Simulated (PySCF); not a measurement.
# Electronic structure of Br²⁺ (bromine, charge +2) at the UHF level

Configuration: [Ar] 3d10 4s2 4p2 5s1, high-spin 4P determinant (an excited configuration). All numbers are calculated (PySCF 2.14, scalar relativity through the core potential, in aug-cc-pV5Z-PP with ECP10MDF).

| Quantity | Value |
| --- | --- |
| Total energy | -413.690311 hartree |
| One-electron energy | -703.8104 hartree |
| Hartree (Coulomb) energy | 319.1674 hartree |
| Exchange energy | -29.0473 hartree |
| ⟨S²⟩ | 3.7549 |
| ⟨L²⟩ | 4.464 |
| Sum of ⟨r⟩ | 20.52 bohr |
| Sum of ⟨r²⟩ | 33.78 bohr² |
| Traceless quadrupole moment −½Σ⟨3z² − r²⟩ along its main axis | -4.55 e·bohr² |
| Time after the integrals | roughly 8 core-seconds |

| shell | electrons | mean orbital energy (hartree) | spread (hartree) | rms radius, mean of both spins (bohr) |
| --- | --- | --- | --- | --- |
| 3s α | 1 | -10.95526 | 0 | 0.589 |
| 3s β | 1 | -10.92613 | 0 | 0.589 |
| 3p α | 3 | -8.69749 | 0.00304 | 0.609 |
| 3p β | 3 | -8.66626 | 0.03551 | 0.609 |
| 3d α | 5 | -4.24636 | 0.02034 | 0.640 |
| 3d β | 5 | -4.22528 | 0.03265 | 0.640 |
| 4s α | 1 | -2.02801 | 0 | 1.68 |
| 4s β | 1 | -1.76452 | 0 | 1.68 |
| 4p α | 2 | -1.41912 | 0 | 1.91 |
| 5s α | 1 | -0.60855 | 0 | 3.72 |

⟨L²⟩ = 4.46 against 2 for a pure P term, so this real determinant mixes terms. Energies and moments cover only the electrons outside the core potential. The outer electron is Rydberg-like, and this basis confines it to a smaller radius and binds it less than a complete one would. The s, p, d and f populations moved away from the nominal configuration during the SCF.
